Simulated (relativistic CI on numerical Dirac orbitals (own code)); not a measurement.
## V2+: K-beta X-ray emission

Computed with this model: Dirac-Coulomb-Breit CI, separate exchange-only KLI orbitals for each configuration, QED by a radiative potential, valence Slater integrals scaled by 0.9, multiplet model of X-ray emission after core ionisation; configurations [Ar] 3d3 → 1s 2s2 2p6 3s2 3p6 3d3 → [Ne] 3s2 3p5 3d3; 80 K; Lorentzian 1.12 eV and Gaussian 1 eV FWHM. Energies are those of the free ion, without screening or charge transfer. S is read from ⟨S²⟩ = S(S + 1).

Field parameters in Wybourne normalisation: Td as Oh with Dq negative (B⁴₀ = 21Dq, B⁴₄ = √(5/14) B⁴₀). The field is a parameter set, without covalency.

free ion: ground-state S = 1.50, centroid 5427.06 eV. Peaks (eV, height): 5410.0 (10), 5413.2 (14), 5419.2 (7), 5425.4 (33), 5429.0 (99), 5430.0 (100).

Td, 10Dq = -1450 cm⁻¹: ground-state S = 1.50, centroid 5427.22 eV. Peaks (eV, height): 5410.0 (8), 5413.2 (13), 5425.4 (30), 5430.0 (100).

Td, 10Dq = -11600 cm⁻¹: ground-state S = 1.50, centroid 5427.42 eV. Peaks (eV, height): 5412.4 (11), 5425.0 (24), 5429.8 (100).

Strongest unbroadened transitions for Td, 10Dq = -1450 cm⁻¹:

| Energy (eV) | Relative strength |
| --- | --- |
| 5413.22 | 25.6 |
| 5424.94 | 22.1 |
| 5428.25 | 16.3 |
| 5428.66 | 18.3 |
| 5428.75 | 69.1 |
| 5428.81 | 51.6 |
| 5428.84 | 42.2 |
| 5428.94 | 17.5 |
| 5428.95 | 24.2 |
| 5429.95 | 33.7 |
| 5429.99 | 40.4 |
| 5430.04 | 39.2 |
| 5430.05 | 48.5 |
| 5430.06 | 100.0 |
| 5430.76 | 38.6 |
| 5430.77 | 21.9 |
| 5430.82 | 54.7 |
| 5430.85 | 33.7 |
